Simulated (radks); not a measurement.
Hf6+, configuration [Kr] 4d10 4f(5/2: 6, 7/2: 7) 5s2 5p(1/2: 2, 3/2: 3). Calculated with a radial shooting solver on a logarithmic mesh with Libxc functionals: Dirac Kohn-Sham, PBE, spin-unpolarised, spherical densities, finite nucleus; Fermi nuclear charge, rms radius 5.347 fm.

Radial electron density D(r) = 4 pi r^2 rho(r):

r (bohr)   D(r) (e/bohr)
0.0006953          3.900
0.0007966          4.849
0.0009127          6.014
0.001054           7.534
0.001208           9.293
0.001384           11.42
0.001585           13.99
0.001816           17.06
0.002081           20.70
0.002403           25.25
0.002753           30.25
0.003154           35.99
0.003613           42.46
0.00414            49.61
0.004743           57.34
0.005477           65.94
0.006275           74.15
0.00719            82.07
0.008237           89.23
0.009437           95.11
0.01081            99.23
0.01249            101.3
0.01431            100.9
0.01639            98.56
0.01878            95.05
0.02151            91.57
0.02484            89.62
0.02846            90.93
0.03261            96.18
0.03736            105.0
0.0428             115.7
0.04904            125.3
0.05664            130.6
0.06489            128.7
0.07434            120.6
0.08517            109.9
0.09758            102.0
0.1118             101.3
0.1291             108.4
0.1479             116.8
0.1695             118.6
0.1942             108.9
0.2224             89.91
0.2569             69.56
0.2943             59.56
0.3372             60.83
0.3863             67.35
0.4426             70.28
0.5071             64.80
0.5856             51.75
0.6709             38.08
0.7686             27.26
0.8806             20.23
1.009              15.65
1.156              11.92
1.335              8.131
1.529              4.918
1.752              2.513
2.007              1.062
2.3               0.3629
2.635            0.09692
3.043            0.01757
3.486           0.002512
3.994          0.0002491

D(r) has 4 maxima, at r = 0.0130, 0.0585, 0.163, 0.436 bohr, and minima at 0.0252, 0.106, 0.309 bohr, inside which lie 2.01, 11.13, 29.83 electrons.
